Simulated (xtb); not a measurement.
CH3S (SMILES C[S-]), charge -1, singlet, from a rough starting geometry; GFN2-xTB (xtb 6.7.1).

Here is a job for xtb.
```
$ xtb mol.xyz --gfn 2 --chrg -1 --opt vtight --json

# file mol.xyz
5

C      0.04240737     0.12409911     0.01086514
S      0.02388577    -1.68172540     0.01272018
H     -1.04807037     0.50520486    -0.00903958
H      0.42807513     0.55307224     0.89236858
H      0.52568020     0.58565761    -0.83765396
```

Write the output that xtb gives for this input, abridged.


```
   ID    Z sym.   atoms
    1    6 C      1
    2   16 S      2
    3    1 H      3-5

           -------------------------------------------------
          |                Calculation Setup                |
           -------------------------------------------------

           -------------------------------------------------
          |                 G F N 2 - x T B                 |
           -------------------------------------------------

          ...................................................
          :                      SETUP                      :
          :.................................................:
          :  # basis functions                  17          :
          :  # atomic orbitals                  16          :
          :  # shells                            8          :
          :  # electrons                        14          :
          :  max. iterations                   250          :
          :  Hamiltonian                  GFN2-xTB          :
          :  restarted?                      false          :
          :  GBSA solvation                  false          :
          :  PC potential                    false          :
          :  electronic temp.          300.0000000     K    :
          :  accuracy                    1.0000000          :
          :  -> integral cutoff          0.2500000E+02      :
          :  -> integral neglect         0.1000000E-07      :
          :  -> SCF convergence          0.1000000E-05 Eh   :
          :  -> wf. convergence          0.1000000E-03 e    :
          :  Broyden damping             0.4000000          :
          :  net charge                         -1          :
          :  unpaired electrons                  0          :
          ...................................................

 iter      E             dE          RMSdq      gap      omega  full diag
   1     -7.0396201 -0.703962E+01  0.769E+00    6.03       0.0  T
   2     -7.1510383 -0.111418E+00  0.567E+00    4.61       1.0  T
   3     -7.1573636 -0.632537E-02  0.269E+00    4.56       1.0  T
   4     -7.1579509 -0.587248E-03  0.569E-01    4.27       1.0  T
   5     -7.1579418  0.907895E-05  0.211E-01    4.26       1.0  T
   6     -7.1579842 -0.423763E-04  0.890E-02    4.25       1.0  T
   7     -7.1579900 -0.579725E-05  0.262E-02    4.26       1.7  T
   8     -7.1579905 -0.546709E-06  0.412E-03    4.26      10.9  T
   9     -7.1579905 -0.861906E-08  0.518E-04    4.26      86.3  T
[...]
         :: total energy              -7.099195108694 Eh    ::
 * total energy  :    -7.0991951 Eh     change       -0.1724842E-11 Eh
 * total energy  :    -7.1028665 Eh     change       -0.3671396E-02 Eh
 * total energy  :    -7.1032503 Eh     change       -0.3838262E-03 Eh
 * total energy  :    -7.1032610 Eh     change       -0.1069371E-04 Eh
 * total energy  :    -7.1032624 Eh     change       -0.1421631E-05 Eh
 * total energy  :    -7.1032629 Eh     change       -0.4471164E-06 Eh
 * total energy  :    -7.1032629 Eh     change       -0.3222961E-07 Eh
   *** GEOMETRY OPTIMIZATION CONVERGED AFTER 7 ITERATIONS ***
         :: total energy              -7.103262925240 Eh    ::
[...]
        15                          0.4088587              11.1256
        16                          0.5535826              15.0637
      -------------------------------------------------------------
                  HL-Gap            0.1582117 Eh            4.3052 eV
             Fermi-level           -0.0100645 Eh           -0.2739 eV

     #   Z          covCN         q      C6AA      α(0)
     1   6 C        3.741     0.058    19.681     6.329
     2  16 S        0.971    -0.919   183.676    22.923
     3   1 H        0.924    -0.046     3.999     3.127
     4   1 H        0.924    -0.046     3.998     3.127
     5   1 H        0.924    -0.046     3.998     3.127

 Mol. C6AA /au·bohr⁶  :        573.087045
 Mol. C8AA /au·bohr⁸  :      19404.389643
 Mol. α(0) /au        :         38.632909

Wiberg/Mayer (AO) data.
largest (>0.10) Wiberg bond orders for each atom

 ---------------------------------------------------------------------------
     #   Z sym  total        # sym  WBO       # sym  WBO       # sym  WBO
 ---------------------------------------------------------------------------
     1   6 C    3.986 --     2 S    1.024     4 H    0.987     5 H    0.987
                             3 H    0.987
     2  16 S    1.056 --     1 C    1.024
     3   1 H    0.998 --     1 C    0.987
     4   1 H    0.998 --     1 C    0.987
     5   1 H    0.998 --     1 C    0.987
 ---------------------------------------------------------------------------

Topologies differ in total number of bonds
Writing topology from bond orders to xtbtopo.mol

molecular dipole:
                 x           y           z       tot (Debye)
 q only:       -0.069       2.755      -0.011
   full:       -0.089       3.447      -0.007       8.765
molecular quadrupole (traceless):
                xx          xy          yy          xz          yz          zz
 q only:        4.436       0.340      -8.881      -0.001       0.033       4.445
  q+dip:        6.538       0.510     -13.089      -0.001       0.025       6.551
   full:        5.951       0.460     -11.913      -0.001       0.035       5.962

optimized geometry written to: xtbopt.xyz

           -------------------------------------------------
          | TOTAL ENERGY               -7.103262925240 Eh   |
          | GRADIENT NORM               0.000061062392 Eh/α |
          | HOMO-LUMO GAP               4.305159874333 eV   |
           -------------------------------------------------

normal termination of xtb
```
